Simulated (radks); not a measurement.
Results of a calculation; reference values are marked as such.
Task: Valence configurations of Eu III (all share [Xe]). Level of theory: non-relativistic Kohn-Sham, PBE, spin-polarised, spherical densities, point nucleus; open shells are filled with parallel spins first (spin-orbit coupling, left out, can overturn this in heavy ions); relativity is left out, which matters for an element this heavy (a radial shooting solver on a logarithmic mesh with Libxc functionals). Order these by energy: 4f6 5d1; 4f5 6s1 6p1; 4f5 5d1 6s1; 4f5.5 6p1.5; 4f6.5 6p0.5; 4f6 6s1; 4f5 6p2; 4f6 6p1; 4f3 5d1 6s1 6p2; 4f7.

Result: From the lowest, in eV above it: 4f7 0.000; 4f6.5 6p0.5 6.375; 4f6 5d1 8.837; 4f6 6s1 11.116; 4f6 6p1 14.833; 4f5.5 6p1.5 25.541; 4f5 5d1 6s1 26.245; 4f5 6s1 6p1 34.507; 4f5 6p2 38.668; 4f3 5d1 6s1 6p2 98.730. NIST lists [Xe] 4f7 as the ground configuration; this level of theory agrees among the configurations tried. The energies are those of spherical high-spin densities, not of single terms. Relativity is left out, which favours d and f over s occupation in heavy atoms.
